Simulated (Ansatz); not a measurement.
Consider the formal exchange of groups at the Si–S bond: `[SiH3]O[SiH](S)Cl` + ethane → `CC[SiH](Cl)O[SiH3]` + H₂S.

Gas-phase electronic energies from Ansatz, PBE0-D4/def2-TZVP geometries. CBS: MP2 limit from def2 TZ/QZ plus the TZ coupled-cluster correction, frozen cores. This one scheme is used for every species. One conformer a species, not always the lowest.

| species | CCSD(T)/CBS(def2) energy (Eh) |
| --- | --- |
| `[SiH3]O[SiH](S)Cl` | -1514.06520 |
| `CC` | -79.71954 |
| `CC[SiH](Cl)O[SiH3]` | -1194.79013 |
| H₂S | -398.97279 |

Problem. Work out ΔE.

Solution. ΔE = (-1194.79013) + (-398.97279) − (-1514.06520) − (-79.71954) = 0.02182 Eh = +13.7 kcal/mol.

Largest T1 diagnostic among the species: 0.011.

The D4 term adds −0.9 kcal/mol with B3LYP and −0.6 kcal/mol with PBE0; it sums over pairs of atoms, weighted by their polarisabilities, and B3LYP, whose exchange is more repulsive, gets the larger term.

B3LYP here is the variant with VWN-RPA as its local correlation; programs differ in this.
